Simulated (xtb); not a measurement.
Se(SeH)(OSiH3) (H₄OSe₂Si), SMILES [SiH3]O[Se][SeH]. All values are semi-empirical tight-binding results from xtb (GFN2-xTB unless named), good for trends rather than for accurate numbers. Geometry optimised at GFN2-xTB. One conformer was computed; it need not be the lowest.

Computed properties:
```yaml
orbital_gap: 3.21 eV
zero_point_energy: 21.8 kcal/mol
G − E(el) at 298.15 K (modified RRHO): 0.4 kcal/mol
static polarisability (D4 model): 90.9 bohr³
solvation energy, GFN2-xTB/ALPB(water): 0.4 kcal/mol
solvation energy, GFN2-xTB/ALPB(chcl3): -4.0 kcal/mol
```
